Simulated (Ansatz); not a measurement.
Basis-set extrapolation for C₂H₁₀BNSi, SMILES `CB(C)N[SiH3]` (PBE0-D4/def2-TZVP geometry, frozen core, Ansatz 0.2.0). Multiplicity 1, RHF reference.

```
                      def2-TZVPP   def2-QZVPP
                 HF  -449.783831  -449.800897
    MP2 correlation    -0.796752    -0.849451
CCSD(T) correlation    -0.889873      not run
```

Energies in hartree. Use E(X) = E(∞) + A·exp(−7.88·√X) for Hartree–Fock and E(X) = E(∞) + B·X^(−2.97) for correlation, with X = 3 and 4, and add CCSD(T) minus MP2 of the smaller set to the MP2 limit.

Problem. What is the CCSD(T) energy at the basis-set limit?

Solution. HF limit: -449.800897 + (-0.017066) × 0.13774 = -449.80325. MP2 limit: -0.849451 + (-0.052699) × 0.74074 = -0.88849. Higher-order term: -0.889873 − (-0.796752) = -0.09312. Total: -450.78486 hartree, 291.8 kJ/mol below CCSD(T)/def2-TZVPP.
